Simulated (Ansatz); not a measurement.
Reaction (SMILES): F[SiH2][SiH3] → F[SiH-][SiH3] + H+
Structures are relaxed separately at B3LYP-D3(BJ)/def2-TZVP in Ansatz (an electronic-structure program).

Property: gas-phase deprotonation energy (electronic energy difference), in eV. Correlated levels leave the core frozen unless marked. Spin-orbit coupling is left out. No relativistic terms. Anions need diffuse functions: aug- sets have them; def2-D sets add few; the other sets have none. CBS(X,Y): correlation extrapolated as X^-3; Hartree-Fock from the larger set.

```tsv
level	program	gas-phase deprotonation energy (eV)	minus last row
HF/cc-pV(D+d)Z	Ansatz	16.36	0.39
PBE/def2-TZVPD	Ansatz	15.65	-0.32
PBE0-D4/def2-TZVP	Ansatz + dftd4	15.93	-0.04
B2PLYP/def2-TZVPD	Ansatz	15.93	-0.04
RPA@PBE/cc-pV(T+d)Z	Ansatz	16.27	0.30
MP2/cc-pwCVTZ	Ansatz	16.18	0.21
SCS-MP2/cc-pV(T+d)Z	Ansatz	16.28	0.31
SCS-MP2/cc-pVTZ	Ansatz	16.22	0.25
CCSD/cc-pV(5+d)Z	Ansatz	16.11	0.14
CCSD(T)/CBS(aug-cc-pV(T+d)Z,aug-cc-pV(Q+d)Z)	Ansatz	15.97	0.00
```
